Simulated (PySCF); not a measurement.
# How methods differ on the excitation energy of Cu²⁺

Cu²⁺ [Ar] 3d9 (2D) → Cu²⁺ [Ar] 3d8 4s1 (4F), as a difference of total energies. Computed with PySCF 2.14 in def2-TZVPPD (6s6p4d2f1g, 67 functions), with no relativity, point nucleus. Correlated levels: valence: [Ar] frozen. The calculations carry no spin-orbit coupling.

| method | excitation energy (cm⁻¹) |
| --- | --- |
| UHF | 56114 |
| MP2 (valence) | 72265 |
| SCS-MP2 (valence) | 71647 |
| CCSD (valence) | 68805 |
| CCSD(T) (valence) | 69299 |

A first-order spin-orbit estimate (lowest level to lowest level, LS coupling) adds -0.064 eV.
